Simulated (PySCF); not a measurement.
SMILES [SH][InH2] (H3InS), CAM-B3LYP/def2-SVP optimised geometry.

```
5

In     0.27    -0.43     0.00
H      1.99    -0.43     0.00
H     -0.81    -1.76     0.00
S     -0.71     1.76     0.00
H     -1.99     1.32     0.00
```

Density from CAM-B3LYP/def2-TZVP, def2 effective core potentials past Kr in PySCF at that geometry. The core electrons that the potentials of In replace are not part of the density.

Minimum of the electron density along straight lines between bonded atoms, close to the bond critical point (lines longer than 1.1 times the sum of covalent radii, or with two minima, are not listed):

```tsv
bond	length / Å	ρ at the minimum / e bohr⁻³	∇²ρ there / e bohr⁻⁵	position (fraction from the first atom)
In1–H2	1.714	0.108	0.11	0.64
In1–H3	1.716	0.107	?	0.64
In1–S4	2.406	?	0.14	0.48
S4–H5	1.349	?	-0.59	0.64
```

Q: What belongs in the gaps?

A: 
- In1–H3, ∇²ρ there / e bohr⁻⁵: 0.10
- In1–S4, ρ at the minimum / e bohr⁻³: 0.081
- S4–H5, ρ at the minimum / e bohr⁻³: 0.211
